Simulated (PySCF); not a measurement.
## Mayer bond orders and bond lengths

Species: C₈H₇N.
Atom-mapped SMILES: `[CH3:1][C:2]#[C:3][c:4]1[cH:5][cH:6][cH:7][n:8][cH:9]1` (hydrogens: H10, H11, H12 on C1; H13 on C5; H14 on C6; H15 on C7; H16 on C9)

Structure used (PBE0-D3(BJ)/def2-SVP), in Å, numbered top down from 1:
```xyz
16
C8H7N angstrom
C      3.7253    0.1646    0.1408
C      2.2790    0.0759    0.0531
C      1.0685    0.0028   -0.0216
C     -0.3519   -0.0861   -0.1107
C     -1.1919    0.8887    0.4509
C     -2.5677    0.7425    0.3280
C     -3.0633   -0.3708   -0.3508
N     -2.2819   -1.3043   -0.8891
C     -0.9695   -1.1658   -0.7724
H      4.0354    0.7043    1.0492
H      4.1437    0.6999   -0.7265
H      4.1835   -0.8363    0.1697
H     -0.7571    1.7434    0.9733
H     -3.2512    1.4810    0.7523
H     -4.1442   -0.5129   -0.4638
H     -0.3428   -1.9441   -1.2222
```

Bond orders from the PBE0/pcSseg-1 density (PySCF). Geometry: PBE0-D3(BJ)/def2-SVP; no solvent, vibrations or thermal averaging.

(1) How far do the computed orders between heavy atoms stray from the drawn ones?

(2) Set the Mayer orders of the bonds beside their lengths.

## Answers

(1) The largest departure is 0.719, at C2–C3 (drawn triple, 2.281), counting aromatic bonds as 1.5. Drawn single, order above 1.12: C1–C2 (1.248). Drawn double or triple, more than 0.30 short of the drawn order: C2–C3 (2.281). The bonds drawn aromatic range from 1.38 to 1.49.

(2) 
| bond | drawn as | length (Å) | Mayer order |
| --- | --- | --- | --- |
| C1–C2 | single | 1.452 | 1.248 |
| C2–C3 | triple | 1.215 | 2.281 |
| C3–C4 | single | 1.426 | 0.988 |
| C4–C5 | aromatic | 1.404 | 1.403 |
| C5–C6 | aromatic | 1.389 | 1.436 |
| C6–C7 | aromatic | 1.395 | 1.392 |
| C7–N8 | aromatic | 1.331 | 1.456 |
| N8–C9 | aromatic | 1.325 | 1.493 |
| C9–C4 | aromatic | 1.409 | 1.378 |
| C1–H10 | single | 1.101 | 0.926 |
| C1–H11 | single | 1.102 | 0.925 |
| C1–H12 | single | 1.101 | 0.926 |
| C5–H13 | single | 1.092 | 0.982 |
| C6–H14 | single | 1.092 | 0.954 |
| C7–H15 | single | 1.096 | 0.970 |
| C9–H16 | single | 1.096 | 0.982 |

By pair of heavy elements: C–C: lowest C3–C4 (0.988, 1.426 Å), highest C2–C3 (2.281, 1.215 Å); in 1 of the 21 pairs the longer bond (by over 0.003 Å) has the higher order (by 0.02 or more). C–N: lowest C7–N8 (1.456, 1.331 Å), highest N8–C9 (1.493, 1.325 Å).

Question: Sum the orders of all bonds at each heavy atom with more than one neighbour and set the sums beside the valence in the SMILES.

Answer: C1 4.025 (drawn 4), C2 3.529 (drawn 4), C3 3.269 (drawn 4), C4 3.769 (drawn 4), C5 3.821 (drawn 4), C6 3.782 (drawn 4), C7 3.818 (drawn 4), N8 2.949 (drawn 3), C9 3.853 (drawn 4). Orders between atoms that aren't bonded are not in these sums.

For a closed shell the Mayer order of atoms A and B is Σ (PS)μν (PS)νμ over the basis functions μ on A and ν on B, with P the density and S the overlap matrix.
